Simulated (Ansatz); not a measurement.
Ansatz (a quantum-chemistry and plane-wave program) input (CCSD(T)/aug-cc-pVDZ):

Ansatz 0.2 input:
```yaml
crystal:
  periodic: [false, false, false]
  atoms:
    - {symbol: B, position_ang: [0.87062296, 0.07410961, -0.54685126]}
    - {symbol: F, position_ang: [1.33371246, 0.57535593, 0.59461577]}
    - {symbol: O, position_ang: [-0.37541775, -0.34515595, -0.73557179]}
    - {symbol: C, position_ang: [-1.39658970, -0.31057808, 0.28267760]}
    - {symbol: H, position_ang: [-1.01023654, 0.10094491, 1.21432879]}
    - {symbol: H, position_ang: [-2.21650375, 0.30379072, -0.08474483]}
    - {symbol: H, position_ang: [-1.74690640, -1.32877096, 0.44163913]}
basis:
  gaussian:
    orbitals: aug-cc-pVDZ
magnetization: {spin_polarized: true, initial_magnetization: 1}
correlation: {method: ccsd_t, electrons: outside_noble_gas}
output: {forces: true}
```

End of the output:

```
integrals: 0.35 GiB planned
1147 factors; integrals over basis functions are off by at most 6.9e-4 eV
mean field: 0.39 GiB planned
mean field evaluation 1: about -6490.6956 eV, gradient 2.7e1 eV
mean field evaluation 2: about -6490.6971 eV, gradient 2.7e1 eV
mean field evaluation 4: about -6494.2156 eV, gradient 3.1e0 eV
mean field evaluation 8: about -6494.3365 eV, gradient 2.3e-1 eV
mean field evaluation 16: about -6494.3197 eV, gradient 1.1e0 eV
mean field -6494.33724520 eV, -238.6624917411 hartree, gradient 2.2e-6 eV, S^2 0.753527; 0 other end points of the search recorded, 0 dependent functions left out
4 core orbitals not correlated
reference -6494.33724520 eV, -238.6624917411 hartree; 12, 11 occupied and 103, 104 virtual orbitals, 1147 factors
densities: 2.58 GiB planned
second order -16.48327616 eV of doubles, -0.00000000 eV of singles
coupled cluster: 1.47 GiB planned
cycle   1  -16.62659007 eV  change   -1.4e-1 eV  update   1.0e-1
cycle   2  -17.03560950 eV  change   -4.1e-1 eV  update   2.9e-2
cycle   3  -17.15254311 eV  change   -1.2e-1 eV  update   1.7e-2
cycle   4  -17.14726079 eV  change    5.3e-3 eV  update   4.7e-3
cycle   5  -17.14483095 eV  change    2.4e-3 eV  update   2.1e-3
cycle   6  -17.14560747 eV  change   -7.8e-4 eV  update   7.2e-4
cycle   7  -17.14558031 eV  change    2.7e-5 eV  update   2.7e-4
cycle   8  -17.14556402 eV  change    1.6e-5 eV  update   9.6e-5
cycle   9  -17.14560072 eV  change   -3.7e-5 eV  update   3.7e-5
cycle  10  -17.14559679 eV  change    3.9e-6 eV  update   1.3e-5
cycle  11  -17.14559792 eV  change   -1.1e-6 eV  update   5.8e-6
cycle  12  -17.14560208 eV  change   -4.2e-6 eV  update   2.6e-6
perturbative correction -0.49898128 eV, -0.0183372238 hartree
the calculation of the forces begins
Total energy: -6511.98182856 eV, -239.3109182197 hartree
Atom 0 at     0.870623     0.074110    -0.546851 Å, force     0.413273    -0.188483    -0.953262 eV/Å
Atom 1 at     1.333712     0.575356     0.594616 Å, force     0.466319     0.520201     1.197374 eV/Å
Atom 2 at    -0.375418    -0.345156    -0.735572 Å, force    -0.685822    -0.389773    -0.597032 eV/Å
Atom 3 at    -1.396590    -0.310578     0.282678 Å, force     0.099592     0.042837     0.044010 eV/Å
Atom 4 at    -1.010237     0.100945     1.214329 Å, force     0.183494     0.186903     0.415976 eV/Å
Atom 5 at    -2.216504     0.303791    -0.084745 Å, force    -0.340747     0.269869    -0.168226 eV/Å
Atom 6 at    -1.746906    -1.328771     0.441639 Å, force    -0.136109    -0.441556     0.061158 eV/Å
Dipole moment:    -0.402042    -0.048937     0.206894 e Å
```

It need not be the lowest isomer of its formula.
